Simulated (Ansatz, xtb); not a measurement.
Two structures of GaH7O4Si

We compare I, `O[SiH](O)[O][GaH2-][OH2+]`, a singlet, with II, a singlet given by its coordinates. Both are isolated molecules in the gas phase, relaxed with PBE0-D4/def2-SVP; the shapes shown needn't be the lowest conformers.

I (Å):

```xyz
13

Ga   -0.0927   -1.4231   -1.3248
O     1.3375   -0.8738    0.0886
O    -1.5008   -1.2669   -0.1223
O    -2.4614    1.2271    0.6498
O    -0.3324    0.2280    1.7485
Si   -1.8245   -0.2447    1.0755
H     1.7311   -1.6423    0.5192
H     0.2989   -2.9243   -1.5597
H    -0.0374   -0.2442   -2.3545
H    -2.6555   -0.8933    2.1186
H    -3.2592    1.2271    0.1138
H     0.8377   -0.3801    0.8030
H    -0.3027    1.1494    2.0317
```

II (Å):

```tsv
atom	x (Å)	y (Å)	z (Å)
Ga	0.2582	-1.5748	-1.5277
O	1.5800	0.3985	0.8005
O	-0.6419	0.8425	2.2071
O	-0.2192	2.4692	0.1643
O	-0.7016	-0.0011	-0.4540
Si	0.0520	0.9558	0.7289
H	1.9064	-0.0310	-0.0122
H	-0.3245	0.1334	2.7751
H	-0.2067	3.1852	0.8063
H	-1.4121	0.4292	-0.9464
H	1.7164	-0.9164	-1.5101
H	-0.5752	-1.4213	-2.8551
H	0.0227	-2.7743	-0.5384
```

Close contacts (Å): Ga1–O5 2.13, O2–Si6 1.63, O3–Si6 1.64, O4–Si6 1.64, O5–Si6 1.70, Ga1–H11 1.60, Ga1–H12 1.57, Ga1–H13 1.57, O2–H7 0.98, O3–H8 0.96, O4–H9 0.96, O5–H10 0.97.

Task: Estimate which is lower in electronic energy at CCSD(T)/def2-SVP + ΔMP2/def2-TZVPP, and by roughly how much.

Result: CCSD(T)/def2-SVP + ΔMP2/def2-TZVPP gives E(II) − E(I) = +4.57 kJ/mol, slightly favouring structure I, which is too small a margin to settle the true order.

How the difference moves with the method:

```
                             level          geometry  E(II) − E(I) (kJ/mol)  departure from the last row (kJ/mol)  job, with rough time for the two
                  PBE0-D4/def2-SVP  PBE0-D4/def2-SVP                  +18.47                                +13.90             optimisation, 1.9 min
                       HF/def2-SVP  PBE0-D4/def2-SVP                  +14.18                                 +9.62           part of the CCSD(T) run
                      MP2/def2-SVP  PBE0-D4/def2-SVP                  +29.00                                +24.43           part of the CCSD(T) run
                  CCSD(T)/def2-SVP  PBE0-D4/def2-SVP                  +26.60                                +22.03                      single point
CCSD(T)/def2-SVP + ΔMP2/def2-TZVPP  PBE0-D4/def2-SVP                   +4.57                                                      single point, 49 s
```

The largest departure from CCSD(T)/def2-SVP + ΔMP2/def2-TZVPP is that of MP2/def2-SVP, 24.43 kJ/mol. Levels run at GFN2-xTB geometries aren't shown. The last row adds to CCSD(T) the change of the MP2 difference between the two basis sets, here −22.03 kJ/mol, a large step that makes the value less sure.

With thermal terms from frequencies at re-optimised GFN2-xTB minima (ideal gas, soft modes damped towards free rotors, one conformer each, 298.15 K, 1 atm): the zero-point term adds −1.33 kJ/mol; ΔH is +2.20 and ΔG +5.36 kJ/mol.

The correlated steps freeze 18 core orbitals; the filled d shell of Ga is correlated, in a basis made for valence electrons. Codes used: Ansatz 0.2.0, xtb 6.7.1; the last row on 2 threads of Intel(R) Xeon(R) 6975P-C (Granite Rapids) on a shared host.
